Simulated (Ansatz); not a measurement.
Si₂₁SbH₂₈⁻, a doped nanocrystal cut from the lattice of silicon (Sb on an inner site). Charge -1, multiplicity 3. Geometry PBE-D4/def2-SVP, that of the neutral doublet; atoms count from 1.

Cartesian coordinates in Å:
```
Si 2.8587 -2.7619 1.5755
Si -2.3146 -3.7464 3.2127
Si 3.7853 -2.0690 -2.0905
Si 4.1273 0.7210 0.5518
Si 0.4126 0.3439 1.4776
Si 1.7746 3.7555 0.4576
Si 1.4187 0.9757 -2.1659
Si -1.9337 3.3724 1.3551
Si 0.0531 -2.4623 -1.1625
Si -3.7010 -2.8941 -0.3247
Si -2.2743 0.5797 -1.2518
Si -3.3025 -0.0293 2.4178
Si -0.9039 4.0371 -2.2856
Si 4.3144 -1.5886 0.1506
Sb 0.3111 -2.2505 1.4140
Si -3.6881 -2.3176 1.9667
Si 1.5949 -1.3395 -2.5373
Si 1.9411 1.4379 0.0767
Si -1.7717 1.0522 0.9947
Si -0.4032 4.5042 -0.0316
Si -0.7621 1.7157 -2.6533
Si -2.1306 -1.7363 -1.6438
H 2.9900 -4.2451 1.3277
H 3.2338 -2.5033 3.0144
H -1.3858 -3.0872 4.2001
H -1.5946 -4.8166 2.4323
H 3.8949 -3.5553 -2.3286
H 4.7594 -1.3686 -3.0062
H 4.4505 1.0199 1.9954
H 5.1031 1.4754 -0.3179
H 0.7241 0.7067 2.9124
H 2.1126 4.0463 1.8996
H 2.7781 4.4712 -0.4146
H 2.4117 1.7046 -3.0430
H -1.6375 3.6736 2.8041
H -3.3406 3.8296 1.0551
H 0.1398 -3.9463 -1.4408
H -3.4609 -4.3811 -0.4433
H -5.0774 -2.6066 -0.8763
H -3.6816 1.0549 -1.5353
H -2.8228 0.1146 3.8434
H -4.6228 0.6970 2.3052
H 0.0692 4.7588 -3.1859
H -2.2958 4.5236 -2.6083
H 5.7273 -2.0463 0.4425
H -5.1071 -2.5655 2.4336
H 1.2312 -1.6392 -3.9754
H -0.4974 5.9948 0.2050
H -1.0808 1.3914 -4.0954
H -2.4269 -2.0013 -3.1035
```

In the def2 sets Sb takes a core potential; there is no spin–orbit coupling. Single mean-field runs in def2-SVP are fitted with def2-universal-jkfit. The highest occupied level of the charge -1 triplet lies above zero (up to 0.15 eV). By energy differences its removal costs 0.86 eV (vertical, to the charge 0 doublet, at PBE0-D4/def2-SVP); self-interaction error and the lack of diffuse functions both raise the level. At PBE0-D4/def2-SVP a singlet of charge -1 lies 0.82 eV below the triplet at the same geometry.

Problem. Estimate the Mulliken populations of the heavy atoms from the PBE0/def2-SVP orbitals of Ansatz.

Solution. 
| atom | charge (e) | spin (α − β) |
| --- | --- | --- |
| Si1 | 0.08 | 0.11 |
| Si2 | 0.03 | 0.91 |
| Si3 | 0.12 | 0.00 |
| Si4 | 0.16 | -0.01 |
| Si5 | 0.09 | 0.07 |
| Si6 | 0.16 | 0.03 |
| Si7 | 0.01 | -0.01 |
| Si8 | 0.14 | 0.04 |
| Si9 | -0.02 | 0.01 |
| Si10 | 0.15 | 0.01 |
| Si11 | 0.02 | -0.01 |
| Si12 | 0.17 | 0.06 |
| Si13 | 0.11 | 0.01 |
| Si14 | -0.12 | 0.04 |
| Sb15 | -0.11 | 0.27 |
| Si16 | -0.14 | 0.03 |
| Si17 | -0.04 | 0.03 |
| Si18 | -0.30 | 0.11 |
| Si19 | -0.29 | 0.08 |
| Si20 | -0.11 | 0.01 |
| Si21 | -0.04 | 0.04 |
| Si22 | -0.06 | 0.08 |
Mulliken values and Mayer orders depend strongly on the basis.

Problem. Where does the spin sit?

Solution. Summed by element: Si 1.65, Sb 0.27, H 0.08, of 2 unpaired in all. Largest on single atoms: Si2 0.91, Sb15 0.27, Si1 0.11.

Problem. And the Mayer bond orders between bonded heavy atoms (over 0.3)?

Solution. Si1–Si14 0.92 (2.35 Å); Si1–Sb15 0.85 (2.60 Å); Si2–Si16 0.96 (2.34 Å); Si3–Si14 0.95 (2.35 Å); Si3–Si17 0.92 (2.35 Å); Si4–Si14 0.94 (2.35 Å); Si4–Si18 0.94 (2.35 Å); Si5–Sb15 0.76 (2.60 Å); Si5–Si18 0.83 (2.34 Å); Si5–Si19 0.90 (2.35 Å); Si6–Si18 0.95 (2.35 Å); Si6–Si20 0.94 (2.35 Å); Si7–Si17 0.93 (2.35 Å); Si7–Si18 0.92 (2.35 Å); Si7–Si21 0.93 (2.35 Å); Si8–Si19 0.91 (2.35 Å); Si8–Si20 0.93 (2.36 Å); Si9–Sb15 0.92 (2.60 Å); Si9–Si17 0.94 (2.35 Å); Si9–Si22 0.95 (2.35 Å); Si10–Si16 0.93 (2.36 Å); Si10–Si22 0.90 (2.36 Å); Si11–Si19 0.92 (2.35 Å); Si11–Si21 0.94 (2.35 Å); Si11–Si22 0.93 (2.35 Å); Si12–Si16 0.94 (2.36 Å); Si12–Si19 0.93 (2.35 Å); Si13–Si20 0.95 (2.36 Å); Si13–Si21 0.92 (2.35 Å).
